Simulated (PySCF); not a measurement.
## How methods differ on the ionisation energy of Sb

Sb [Kr] 4d10 5s2 5p3 (4S) → Sb⁺ [Kr] 4d10 5s2 5p2 (3P), as a difference of total energies. Computed with PySCF 2.14 in aug-cc-pwCVTZ-PP with ECP28MDF, with a scalar-relativistic core potential. Correlated levels: valence: 4s2 4p6 4d10 frozen. The calculations carry no spin-orbit coupling.

```csv
method,ionisation energy (eV)
UHF,8.571
MP2 (valence),8.994
SCS-MP2 (valence),8.867
CCSD (valence),8.976
CCSD(T) (valence),9.009
```

Problem. How much does correlation contribute at CCSD(T) (valence)?

Solution. 9.009 − (8.571) = 0.438 eV, measured against UHF.

Errors of the correlated levels include the incompleteness of this basis and the frozen core.

For comparison: 9.124 eV (measured; NIST levels, between the centres of gravity of the two terms).
